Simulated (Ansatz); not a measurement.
Born–Oppenheimer molecular dynamics of BClFH3OS (8 atoms, charge 0, multiplicity 1). It starts at the highest image of a converged band, a first-order saddle point between two minima.

Method: Ansatz, RHF/def2-SVP.

```yaml
ensemble: NVE (velocity Verlet)
time_step: 0.5 fs
steps_asked: 200
starting_velocities_drawn_for: 100 K
seed: 7061
```

First frame:

```xyz
8
Properties=species:S:1:pos:R:3
B -0.053 0.350 0.115
Cl -0.390 -0.501 2.297
F 1.158 -0.081 -0.166
O -1.152 0.051 -0.581
H -1.194 -0.841 -0.897
S -0.137 2.158 0.892
H 1.167 2.296 1.155
H -0.399 1.197 2.026
```

(1) How far do the bonds stretch over the last three quarters of this one trajectory? (Pairs bonded in most of those frames.)

Results:

(1) 
```json
{"bond": "B1–Cl2", "mean (Å)": "1.932", "spread (Å)": "0.228", "shortest": "1.70", "longest": "2.34"}
{"bond": "B1–F3", "mean (Å)": "1.331", "spread (Å)": "0.051", "shortest": "1.24", "longest": "1.42"}
{"bond": "B1–O4", "mean (Å)": "1.357", "spread (Å)": "0.042", "shortest": "1.27", "longest": "1.43"}
{"bond": "O4–H5", "mean (Å)": "0.949", "spread (Å)": "0.007", "shortest": "0.93", "longest": "0.96"}
{"bond": "S6–H7", "mean (Å)": "1.336", "spread (Å)": "0.022", "shortest": "1.30", "longest": "1.37"}
{"bond": "S6–H8", "mean (Å)": "1.345", "spread (Å)": "0.026", "shortest": "1.32", "longest": "1.46"}
```

Pairs bonded in part of these frames only: B1–Cl2 89 %, B1–S6 44 %.

Mean temperature of the second half: 1526 K. The conserved energy stayed within 0.068 meV per atom of its start (net change 0.021 meV per atom), so the integration is sound. The kinetic energy rose, since the run started high on the potential surface and went downhill. It ends in pieces (BClFHO + H2S), so much of that is their flight and rotation, not heat. A run of 0.1 ps of so small a system gives no equilibrium averages. The orbitals stay closed-shell, which can raise the energy where a bond breaks towards radicals; this wasn't checked here.

Time of the run: 3.7 min on 1 thread of Intel(R) Xeon(R) 6975P-C (Granite Rapids), on a shared host, peak memory 0.19 GiB.
